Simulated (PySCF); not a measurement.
Species: C₄H₄F₃O (doublet state).
Structure used (GFN2-xTB), in Å, numbered top down from 1:
```xyz
12
C4H4F3O angstrom
C      2.1950   -0.5064   -0.0690
C      1.4383    0.6214    0.0914
C      0.0624    0.6610    0.0944
O     -0.6667   -0.5191   -0.0770
C     -1.9794   -0.3984   -0.0654
F     -2.5387   -1.5867   -0.2455
F     -2.4648    0.0986    1.0870
F     -2.4550    0.4145   -1.0262
H      1.7285   -1.4643   -0.2080
H      3.2676   -0.4611   -0.0598
H      1.9253    1.5762    0.2297
H     -0.5114    1.5635    0.2224
```

The hyperfine couplings belong to this conformer and change with its torsions.

The species is `[CH2]/C=C\OC(F)(F)F` [radical].

Computed with PySCF 2.14.0, UKS B3LYP, pcH-1 on C F H O, non-relativistic, mean-field spin-orbit, GIAO. One conformer (not necessarily the lowest) at the GFN2-xTB geometry, without solvent, vibrations or thermal averaging. Couplings are sensitive to structure, and on GFN2-xTB geometries they can be far from those on DFT ones. No stability test was run, so a lower SCF solution isn't excluded. ⟨S²⟩ is 0.776 where a pure state has 0.75.

Problem. Where do the isotropic ENDOR lines of H12, H10, H9 and H11 fall at 332.9 mT, to first order?

Solution. ν± = |νn ± a/2|, one line for each electron-spin manifold; νn = |g_N| × 7.62259 MHz/T × B.

```
nuclei  isotope     g_N  νn (MHz)  a_iso (MHz)  lower line (MHz)  upper line (MHz)
   H12       1H  5.5857     14.17       -46.29              8.97             37.32
   H10       1H  5.5857     14.17       -41.56              6.61             34.95
    H9       1H  5.5857     14.17       -40.18              5.92             34.26
   H11       1H  5.5857     14.17        10.79              8.78             19.57
```

Problem. Which pairs are centred on the nuclear Larmor frequency, and which on half the coupling?

Solution. Centred on νn, since |a| < 2νn: H11. Centred on |a|/2 and split by 2νn: H12, H10 and H9.

Problem. At what field would the lower line of H10 fall to zero frequency?

Solution. Where νn = |a|/2, that is B = 20.78 MHz/(5.5857 × 7.62259 MHz/T) = 488 mT, as far as first order holds there.

H9 and H10 aren't averaged: C1 is flat or nearly so (angle sum 360°), and its turn about the short C1–C2 bond (1.37 Å) is taken as slow.

Largest spin populations (Mulliken): C1 (+0.67), C3 (+0.63) and C2 (-0.26). The positive populations add up to 1.35 and the negative ones to -0.35, together 2S = 1. The angles at C1 add up to 360.0°, so it is planar; its axial dipolar tensor and the negative couplings of its protons fit spin in a p orbital normal to that plane.
